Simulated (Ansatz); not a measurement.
Ideal-gas functions of C2H2Cl2FSi, SMILES `[CH]=C[Si](F)(Cl)Cl` radical at 800 K and 1 bar, from an Ansatz frequency run at PBE0-D4/def2-TZVP.

Molar mass 144.03 g/mol, point group Cs (symmetry number 1), electronic degeneracy 2, moments of inertia 264.395, 290.03, 412.007 u Å². Harmonic wavenumbers (cm⁻¹, unscaled): 65, 152, 160, 177, 263, 272, 344, 518, 587, 652, 730, 865, 893, 934, 1159, 1649, 3122, 3252.

Use S(trans) = R[1.5 ln M + 2.5 ln T − 1.1517]; rotational temperatures θ = 24.2544 K / I; S(rot) = R[ln(√π/σ · √(T³/θAθBθC)) + 1.5]; for each mode x = 1.438777 ν̃/T, S = R[x/(eˣ − 1) − ln(1 − e⁻ˣ)] and H = RT x/(eˣ − 1); 1 cm⁻¹ = 0.0119627 kJ/mol; R = 8.31446 J/(mol·K).

Problem. By hand: the entropy, in J/(mol·K).

Solution. Translation 191.4. Rotation: θ = 0.0917, 0.0836, 0.0589 K, giving 132.6. Vibration, mode by mode: 26.17, 19.12, 18.70, 17.87, 14.62, 14.34, 12.44, 9.20, 8.24, 7.45, 6.62, 5.43, 5.21, 4.92, 3.57, 1.78, 0.20, 0.16, in all 176.0. Electronic 5.8. Sum 505.8 J/(mol·K).

Problem. By hand: H − E and G − E in kJ/mol, counted from the electronic energy.

Solution. Zero-point energy ½ × 15794 × 0.0119627 = 94.5; thermal vibration 64.4; translation, rotation and pV give 4 RT = 26.6. H − E = 185.5 kJ/mol, and G − E = 185.5 − 800 × 505.8/1000 = -219.1 kJ/mol.

Vibration gives 35 % of the entropy, 26.2 J/(mol·K) of it from the mode under 150 cm⁻¹: soft modes count most, and the harmonic formula is weakest for them. The sum counts one conformer and one mirror image; others add a mixing term.
